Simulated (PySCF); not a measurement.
C3H7BO2, SMILES C1C(O)CB1O.

Geometry optimised at r2SCAN-D4/def2-SVP. This is a generated structure with no PubChem entry under its InChIKey; it may be hypothetical. One conformer was computed; it need not be the lowest.

Two levels are set side by side: PBE/def2-TZVP (PySCF) and r2SCAN/def2-TZVP (PySCF). Same geometry, gas phase. Differences are taken from unrounded values.

```tsv
quantity	r2SCAN	PBE	PBE minus r2SCAN
orbital gap (eV)	5.86	5.17	-0.68
highest occupied level (eV)	-6.26	-5.95	0.31
lowest empty level (eV)	-0.40	-0.78	-0.37
dipole moment (D)	0.93	0.91	-0.02
mean polarisability (bohr³)	56.3	58.1	1.8
```

Rough cost on one machine, each run with all the roots and properties that it gave: r2SCAN against PBE about 4 times.
